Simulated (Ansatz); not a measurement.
The cluster Ta₂O₇H₄, relaxed as a singlet with RKS PBE-D4/def2-SVP in Ansatz, starting from the GFN2-xTB geometry. Force threshold 0.02 eV/Å.

In the def2 sets Ta takes a core potential; there is no spin–orbit coupling. The structure holds one bond between oxygen atoms, so isomers without such links may lie far lower. The relaxation made no stability test and no search for a lower SCF solution. The structure comes from a short search, and lower isomers may exist.

Start:

Cartesian coordinates in Å:
```
Ta -0.9366 -0.3092 1.9851
Ta 1.0784 -0.3724 -1.3241
O 1.0103 0.5000 0.5465
O 1.2710 -0.8879 0.6618
O -0.3286 -0.0531 3.6331
O -1.4173 -0.6675 0.1770
O -0.3039 0.7858 -2.0914
O 2.4339 -0.0440 -2.3279
O -1.9396 0.6573 -0.0643
H 0.1457 0.0006 4.4671
H -1.4517 0.8672 -0.9246
H 0.7718 -1.9035 -1.9314
H -0.3334 1.4268 -2.8070
```

```csv
step,energy (eV),largest force component (eV/Å),SCF passes
1,-17473.5888,3.445,48
2,-17475.0090,1.890,46
3,-17475.7311,2.329,44
4,-17476.7093,5.093,41
5,-17478.7353,3.883,46
6,-17480.3420,3.655,45
7,-17481.4709,2.284,35
8,-17481.8982,2.734,35
9 (rejected),-17481.6392,3.645,36
10,-17482.2144,0.438,29
11,-17482.2781,0.308,31
12,-17482.3224,0.336,30
13,-17482.3531,0.320,31
14,-17482.3865,0.303,29
15,-17482.4302,0.410,29
16,-17482.4639,0.575,29
17,-17482.5080,0.380,28
18,-17482.5264,0.882,29
19,-17482.5591,0.342,30
20,-17482.5673,0.323,30
21,-17482.5733,0.165,25
22,-17482.5744,0.041,25
23,-17482.5749,0.031,24
24,-17482.5751,0.038,24
25,-17482.5752,0.033,25
26,-17482.5752,0.019,26
```

Force components are those of the run's own axes.

End:

```tsv
atom	x (Å)	y (Å)	z (Å)
Ta1	-0.140	0.109	1.443
Ta2	0.959	-0.719	-1.421
O3	0.262	1.807	1.340
O4	1.356	-0.688	0.483
O5	-0.266	-0.454	3.272
O6	-1.233	-0.875	-0.017
O7	-0.270	0.738	-1.910
O8	2.432	-0.448	-2.300
O9	-1.922	0.430	0.148
H10	-0.104	0.041	4.094
H11	-1.563	0.891	-0.685
H12	0.484	-2.344	-2.011
H13	0.006	1.513	-2.435
```

Bonds lost: Ta2–O3, O3–O4 (atoms count from 1).

No frequencies were taken in this run, so the end may be a saddle point.

Run time 2 min (4 threads of Arm Neoverse N1 on a shared host).
